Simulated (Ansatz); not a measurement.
**C5H7BGe: where a starting geometry ends**

The starting geometry of this gas-phase singlet was optimised with GFN2-xTB; its bonds are those of `C#CC#C[B](C)[GeH3]`.

```xyz
14

C     2.0089   -1.4074   -1.6881
C     1.3604   -0.8612   -0.8293
C     0.6432   -0.2521    0.1429
C     0.0063    0.3075    1.0209
C    -0.3031    2.2664    2.7729
B    -0.8067    0.9384    2.0915
Ge   -2.5489    0.0798    2.6620
H     2.5624   -1.8811   -2.4418
H     0.6851    2.1271    3.2128
H    -0.9665    2.6361    3.5533
H    -0.1853    3.0593    2.0330
H    -2.6026   -0.2818    4.1171
H    -2.9657   -1.1830    1.9709
H    -3.7470    0.9714    2.5198
```

Problem. Where would you expect an optimisation with r2SCAN-D4/def2-SVP to take it?

Solution. It keeps its bonds, and is `C#CC#C[B](C)[GeH3]`.

The energy falls by 0.18 eV over 41 steps:

```csv
step,E − E(last) (eV)
1,0.180
5,0.009
10,0.009
14,0.007
19,0.003
23,0.002
28,0.001
32,0.000
37,0.000
41,0.000
```

Final geometry (Å):

```yaml
atoms:
  - { symbol: C, position_ang: [2.0602, -1.5711, -1.5911] }
  - { symbol: C, position_ang: [1.4143, -0.9706, -0.7411] }
  - { symbol: C, position_ang: [0.6989, -0.3055, 0.2005] }
  - { symbol: C, position_ang: [0.0503, 0.3065, 1.0605] }
  - { symbol: C, position_ang: [-0.3471, 2.3465, 2.7740] }
  - { symbol: B, position_ang: [-0.7806, 0.9990, 2.1029] }
  - { symbol: Ge, position_ang: [-2.5830, 0.1010, 2.6070] }
  - { symbol: H, position_ang: [2.6263, -2.0985, -2.3369] }
  - { symbol: H, position_ang: [0.7355, 2.5421, 2.7456] }
  - { symbol: H, position_ang: [-0.7329, 2.4821, 3.7962] }
  - { symbol: H, position_ang: [-0.8298, 3.1415, 2.1682] }
  - { symbol: H, position_ang: [-2.3375, -0.8686, 3.7823] }
  - { symbol: H, position_ang: [-3.2164, -0.7175, 1.4704] }
  - { symbol: H, position_ang: [-3.6176, 1.1326, 3.0995] }
```

The end wasn't checked by frequencies. Run with Ansatz 0.2.0, 96 s on 4 threads of Arm Neoverse V1 (shared host).
